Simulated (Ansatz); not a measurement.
Ansatz (a program for electronic structure) input (PBE0/def2-SVP):

Ansatz 0.2 input:
```yaml
crystal:
  periodic: [false, false, false]
  atoms:
    - {symbol: Y, position_ang: [0.00000000, 0.00000000, -0.00000000]}
    - {symbol: Br, position_ang: [-2.01993060, -1.60520180, -0.34972865]}
    - {symbol: Br, position_ang: [-0.00077825, 2.35467005, -1.11113947]}
    - {symbol: Br, position_ang: [2.02070885, -0.74946825, 1.46086812]}
basis:
  gaussian:
    orbitals: def2-SVP
hamiltonian:
  xc: {name: PBE0}
```

End of the output:

```
integrals: 0.09 GiB planned
1224 factors; integrals over basis functions are off by at most 8.4e-4 eV
mean field: 0.97 GiB planned
mean field evaluation 1: about -211137.8445 eV, gradient 1.7e1 eV
mean field evaluation 2: about -211136.4064 eV, gradient 3.0e1 eV
mean field evaluation 4: about -211138.9646 eV, gradient 1.2e0 eV
mean field evaluation 8: about -211138.9805 eV, gradient 9.7e-3 eV
mean field evaluation 16: about -211138.9805 eV, gradient 1.5e-5 eV
mean field -211138.98051283 eV, -7759.2144187053 hartree, gradient 1.5e-5 eV, S^2 0.000000; 0 other end points of the search recorded, 0 dependent functions left out
reference -211138.98055762 eV, -7759.2144203513 hartree; 58, 58 occupied and 69, 69 virtual orbitals, 1224 factors
Total energy: -211138.98055762 eV, -7759.2144203513 hartree
```
